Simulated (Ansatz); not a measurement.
`N[SiH2][SiH](N)O` + `N[SiH2]N` → `N[SiH2]N[SiH](N)O` + `N[SiH3]`  (cleavage of the Si–Si bond)

Calculated with Ansatz (gas phase, PBE0-D4/def2-TZVP geometries, no zero-point term in ΔE). CBS: MP2 limit from def2 TZ/QZ plus the TZ coupled-cluster correction, frozen cores. This one scheme is used for every species. Functionals use def2-TZVPP. B3LYP here is the variant with VWN-RPA as its local correlation; programs differ in this. One conformer a species, not always the lowest.

`N[SiH2][SiH](N)O`:

```xyz
13

N     2.095    0.510    1.041
Si    0.387    0.542    1.254
Si   -0.524   -0.698   -0.505
N    -2.128   -0.186   -0.800
O     0.586   -0.434   -1.714
H     2.445    0.490    0.096
H     2.716    1.009    1.657
H    -0.238    1.907    1.238
H     0.038   -0.034    2.583
H    -0.648   -2.168   -0.286
H    -2.828   -0.788   -1.199
H    -2.390    0.784   -0.840
H     0.489   -0.934   -2.526
```

`N[SiH2]N`:

Z-matrix (Å, degrees):
```
Si
N 1 1.711
N 1 1.711 2 108.5
H 1 1.493 2 103.5 3 -125.0
H 1 1.493 2 117.1 3 116.6
H 2 1.006 1 120.5 3 150.7
H 2 1.007 1 121.6 3 -58.1
H 3 1.006 1 120.5 2 150.7
H 3 1.007 1 121.6 2 -58.1
```

`N[SiH2]N[SiH](N)O`:

Z-matrix (Å, degrees):
```
Si
N 1 1.714
N 1 1.738 2 108.0
H 1 1.490 2 106.5 3 124.1
H 1 1.487 2 115.3 3 -114.9
Si 2 1.732 1 127.8 3 48.0
H 2 1.010 1 116.3 3 -137.4
H 3 1.010 1 117.2 2 -151.7
H 3 1.010 1 118.6 2 72.5
N 6 1.709 2 106.9 1 -145.6
O 6 1.637 2 105.4 1 -18.6
H 6 1.483 2 115.2 1 99.2
H 10 1.008 6 121.2 2 59.1
H 10 1.007 6 119.2 2 -155.5
H 11 0.972 6 114.5 2 -13.7
```

`N[SiH3]`:

Z-matrix (Å, degrees):
```
Si
N 1 1.720
H 1 1.486 2 107.9
H 1 1.494 2 116.0 3 -120.3
H 1 1.486 2 107.9 3 119.4
H 2 1.007 1 119.6 3 -168.6
H 2 1.007 1 119.6 3 49.2
```

```tsv
level	ΔE (kJ/mol)	difference from CCSD(T)/CBS
r2SCAN-D4	-101.1	2.3
PBE0-D4	-92.5	10.9
B3LYP-D4	-100.9	2.5
ωB97M-V	-106.9	-3.5
B2PLYP	-103.2	0.2
SCS-MP2/def2-TZVPP	-111.8	-8.4
CCSD/def2-TZVPP	-106.8	-3.4
CCSD(T)/def2-TZVPP	-107.6	-4.2
MP2/def2-QZVPP	-111.0	-7.6
CCSD/CBS(def2)	-102.6	0.8
CCSD(T)/CBS	-103.4	0
```

Largest T1 diagnostic among the species: 0.011.

The D4 term adds −5.6 kJ/mol with B3LYP and −3.1 kJ/mol with PBE0; it sums over pairs of atoms, weighted by their polarisabilities, and B3LYP, whose exchange is more repulsive, gets the larger term. From PBE to PBE0 (25 % exact exchange), in def2-TZVPP and without D4, ΔE moves by −7.0 kJ/mol.

CCSD(T)/CBS has its own doubt, a few kJ/mol and more with outer-core shells, so smaller differences from it don't rank the levels.
